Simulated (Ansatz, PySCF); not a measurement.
Positional isomers: trisilane methyl. Isolated molecules, 0 K electronic values unless said otherwise. One relaxed conformer stands for each flexible species; it need not be the lowest. Strings in code marks are SMILES.

Quantity: electronic energy of isomers of CH10Si3 relative to `C[SiH2][SiH2][SiH3]` (C–Si–Si–Si torsion 60°), in kcal/mol.

Level 1: CAM-B3LYP-D3(BJ)/def2-TZVP (PySCF)
Level 2: PBE-D3(BJ)/def2-TZVP // CAM-B3LYP-D3(BJ)/def2-TZVP (PySCF)
Level 3: frozen-core MP2/cc-pVTZ // CAM-B3LYP-D3(BJ)/def2-TZVP (Ansatz, a program for electronic structure)
Level 4: B3LYP/6-31G* // CAM-B3LYP-D3(BJ)/def2-TZVP (PySCF)

| species | level 2 | level 3 | level 4 |
|---|---|---|---|
| `C[SiH]([SiH3])[SiH3]` | 0.58 | 0.51 | 0.75 |

Q: What does level 1 give for each?

A: 
- `C[SiH]([SiH3])[SiH3]`: 0.65
